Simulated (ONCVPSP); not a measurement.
u(r) = r·R(r): atom against pseudo-atom (chlorine (Cl))

Columns: radius, all-electron u(r) and pseudo u(r) of the 3p shell (level -31.76 eV) of chlorine in the configuration [Ne] 3s2 3p3; PW91, scalar-relativistic, ONCV scheme, ONCVPSP 4.0.1.

```tsv
r (bohr)	all-electron	pseudo
0.057	-0.1031	0.0048
0.115	-0.2608	0.0190
0.172	-0.3690	0.0411
0.230	-0.4120	0.0704
0.288	-0.3943	0.1056
0.345	-0.3330	0.1456
0.402	-0.2424	0.1906
0.460	-0.1327	0.2410
0.518	-0.0149	0.2945
0.575	0.1017	0.3485
0.632	0.2145	0.4020
0.690	0.3220	0.4551
0.747	0.4186	0.5058
0.805	0.5065	0.5570
0.862	0.5824	0.6074
0.920	0.6490	0.6584
0.977	0.7041	0.7065
1.035	0.7502	0.7504
1.092	0.7860	0.7860
1.150	0.8137	0.8136
1.208	0.8331	0.8330
1.265	0.8449	0.8448
1.322	0.8502	0.8502
1.380	0.8500	0.8499
1.438	0.8445	0.8444
1.495	0.8348	0.8348
```

**Question.** How many radial nodes do the two functions have?

**Answer.** The all-electron 3p function has n − l − 1 = 1; the pseudo-wave has 0, since the states of the same l below it are removed with the core.

**Question.** At about which radius was the pseudo-wave matched?

**Answer.** 1.10 bohr. The columns agree to 0.0005 from 1.03 bohr on; several derivatives are matched, so the curves merge somewhat inside the radius.

**Question.** Is the pseudo-wave norm-conserving?

**Answer.** Yes: the ONCV scheme keeps the norm inside the radius equal to the all-electron one, which fixes the energy derivative of the logarithmic derivative at the level.
